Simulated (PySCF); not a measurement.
## Excitation energy of Hf⁺ by level of theory

Hf⁺ [Xe] 4f14 5d1 6s2 (2D) → Hf⁺ [Xe] 4f14 5d2 6s1 (4F), as a difference of total energies. All numbers are calculated (PySCF 2.14, the spin-free X2C one-electron Hamiltonian (Gaussian nucleus), in x2c-TZVPPall (11s7p7d3f1g, 97 functions)). The calculations carry no spin-orbit coupling.

```csv
method,excitation energy (eV)
LDA,0.392
wB97M-V,0.580
```

For comparison: 0.563 eV (measured; NIST levels, between the centres of gravity of the two terms).
